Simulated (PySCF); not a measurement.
AlCl₄, SMILES [Cl][Al-]([Cl])([Cl])[Cl], charge -1. Atoms are numbered in the order given.

```xyz
5

Cl    -1.2592     1.2592    -1.2592
Al     0.0000     0.0000     0.0000
Cl     1.2592     1.2592     1.2592
Cl     1.2592    -1.2592    -1.2592
Cl    -1.2592    -1.2592     1.2592
```
Charge -1, spin multiplicity 1.

The structure is a stationary point at B3LYP-D3(BJ)/def2-SVPD.

Computed with CAM-B3LYP/def2-SVPD in PySCF.

Mulliken values depend strongly on the basis, most of all with diffuse functions as here. Atomic charges (e):

```
atom  Mulliken  meta-Löwdin
----  --------  -----------
Cl1      -0.72        -0.45
Al2       1.89         0.78
Cl3      -0.72        -0.45
Cl4      -0.72        -0.45
Cl5      -0.72        -0.45
```
